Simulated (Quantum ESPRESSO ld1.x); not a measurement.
Question: Species: the indium ion In2+. Configuration: [Kr] 4d10 5s1. All-electron calculation, Dirac Kohn-Sham, relativistic LDA (MacDonald-Vosko exchange, VWN5 correlation), spin-unpolarised, spherical densities, point nucleus. Program: ld1.x of Quantum ESPRESSO 7.5. Some entries of the table are withheld. Estimate them.

orbital  occ.  eigenvalue (Ry)  <r^2> (bohr^2)  r(max) (bohr)
1s1/2       2         -2028.31        0.001203        0.01929
2s1/2       2         -305.163         0.01953         0.1091
2p1/2       2         -285.085         0.01452            (1)
2p3/2       4         -269.727         0.01582            (2)
3s1/2       2         -58.9789          0.1399         0.3167
3p1/2       2         -50.8091          0.1346         0.3026
3p3/2       4         -48.0332          0.1433         0.3128
3d3/2       4              (3)          0.1239         0.2564
3d5/2       6              (4)          0.1265         0.2593
4s1/2       2         -10.0840          0.8168         0.7705
4p1/2       2         -7.40122          0.9300         0.7991
4p3/2       4         -6.90955          0.9946         0.8242
4d3/2       4         -2.74232             (5)            (6)
4d5/2       6         -2.67772             (7)            (8)
5s1/2       1         -1.76961           6.087          2.041

Answer: 
(1) 2p1/2 r(max) (bohr): 0.08400
(2) 2p3/2 r(max) (bohr): 0.08842
(3) 3d3/2 eigenvalue (Ry): -33.4607
(4) 3d5/2 eigenvalue (Ry): -32.8892
(5) 4d3/2 <r^2> (bohr^2): 1.599
(6) 4d3/2 r(max) (bohr): 0.9247
(7) 4d5/2 <r^2> (bohr^2): 1.643
(8) 4d5/2 r(max) (bohr): 0.9350
